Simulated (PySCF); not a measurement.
Electronic structure of Zr⁺ (zirconium, charge +1) at the BP86 level

Configuration: [Kr] 4d2 5s1, high-spin 4F determinant. Calculation: PySCF 2.14, in cc-pVDZ-PP with ECP28MDF (4s4p3d1f, 38 functions); a scalar-relativistic core potential.

* Total energy: -46.5662 hartree
* One-electron energy: -74.7821 hartree
* Hartree (Coulomb) energy: 33.8972 hartree
* Exchange-correlation energy: -5.6813 hartree
* ⟨S²⟩: 3.7505
* ⟨L²⟩: 12.003
* Sum of ⟨r⟩: 18.55 bohr
* Sum of ⟨r²⟩: 40.75 bohr²
* Time after the integrals: 0.45 s of wall time on 1 thread of Neoverse-N1 (shared host)

```csv
shell,electrons,mean orbital energy (eV),"rms radius, mean of both spins (bohr)"
4s α,1,-61.826,1.30
4s β,1,-60.774,1.30
4p α,3,-39.725,1.47
4p β,3,-38.529,1.47
4d α,2,-11.012,2.35
5s α,1,-10.641,3.64
```

Energies and moments cover only the electrons outside the core potential.
